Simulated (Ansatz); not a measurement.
Ansatz (a program for electronic structure) input (CCSD(T)/aug-cc-pV(Q+d)Z):
A basis named .json is the Basis Set Exchange file of that set.

Ansatz 0.2 input:
```yaml
crystal:
  periodic: [false, false, false]
  atoms:
    - {symbol: C, position_ang: [1.34411101, -0.99135502, 0.56938725]}
    - {symbol: B, position_ang: [-0.00755746, -0.27908558, 0.16143530]}
    - {symbol: C, position_ang: [-1.39620069, -0.93223750, 0.54330277]}
    - {symbol: S, position_ang: [0.03367990, 1.24374748, -0.71943792]}
    - {symbol: H, position_ang: [1.36292682, -1.99767172, 0.13875536]}
    - {symbol: H, position_ang: [2.25327873, -0.47338578, 0.26712300]}
    - {symbol: H, position_ang: [1.36741634, -1.11997783, 1.65630223]}
    - {symbol: H, position_ang: [-1.44570742, -1.05928951, 1.62952467]}
    - {symbol: H, position_ang: [-1.45019694, -1.93698340, 0.11197780]}
    - {symbol: H, position_ang: [-2.27627059, -0.37566852, 0.22400713]}
basis:
  gaussian:
    orbitals: aug-cc-pV_Q+d_Z.json
magnetization: {spin_polarized: true, initial_magnetization: 1}
correlation: {method: ccsd_t, electrons: outside_noble_gas}
```

End of the output:

```
integrals: 37.07 GiB planned
3567 factors; integrals over basis functions are off by at most 5.5e-4 eV
9.06 GiB of device memory are held for the factors and their scratch space
mean field: 9.06 GiB planned
mean field evaluation 1: about -13643.2771 eV, gradient 2.7e1 eV
mean field evaluation 2: about -13643.2768 eV, gradient 2.7e1 eV
mean field evaluation 4: about -13647.3991 eV, gradient 3.0e0 eV
mean field evaluation 8: about -13647.5081 eV, gradient 1.1e-1 eV
mean field evaluation 16: about -13647.4979 eV, gradient 8.7e-1 eV
mean field evaluation 32: about -13647.5030 eV, gradient 3.0e-1 eV
mean field evaluation 64: about -13644.1875 eV, gradient 3.7e0 eV
mean field evaluation 96: about -13642.2074 eV, gradient 2.5e-1 eV
mean field evaluation 128: about -13647.4999 eV, gradient 4.8e-1 eV
mean field -13647.50832157 eV, -501.5366802043 hartree, gradient 2.7e-6 eV, S^2 0.765490; 7 other end points of the search recorded, 0 dependent functions left out
determinant -13647.50832157 eV, -501.5366802043 hartree, with singles and doubles -13666.79762622 eV, -502.2455490756 hartree
determinant -13646.58154743 eV, -501.5026218827 hartree, with singles and doubles -13665.79980675 eV, -502.2088798861 hartree
determinant -13644.57284553 eV, -501.4288034495 hartree, with singles and doubles -13664.12599746 eV, -502.1473685293 hartree
8 core orbitals not correlated
reference -13647.50832157 eV, -501.5366802043 hartree; 12, 11 occupied and 585, 586 virtual orbitals, 3567 factors
second order -17.57419801 eV of doubles, -0.00000000 eV of singles
coupled cluster: 80.69 GiB planned
cycle   1  -18.72950709 eV  change    -1.8e0 eV  update   3.0e-2
cycle   2  -18.79423938 eV  change   -6.5e-2 eV  update   6.8e-3
cycle   3  -18.79252073 eV  change    1.7e-3 eV  update   3.0e-3
cycle   4  -18.79253421 eV  change   -1.3e-5 eV  update   1.3e-3
cycle   5  -18.79326418 eV  change   -7.3e-4 eV  update   6.8e-4
cycle   6  -18.79364723 eV  change   -3.8e-4 eV  update   3.4e-4
cycle   7  -18.79384727 eV  change   -2.0e-4 eV  update   1.3e-4
cycle   8  -18.79390271 eV  change   -5.5e-5 eV  update   5.5e-5
cycle   9  -18.79388562 eV  change    1.7e-5 eV  update   2.2e-5
cycle  10  -18.79387013 eV  change    1.5e-5 eV  update   9.2e-6
perturbative correction -0.83495311 eV, -0.0306839607 hartree
Total energy: -13667.13714480 eV, -502.2580261532 hartree
```

It need not be the lowest isomer of its formula.
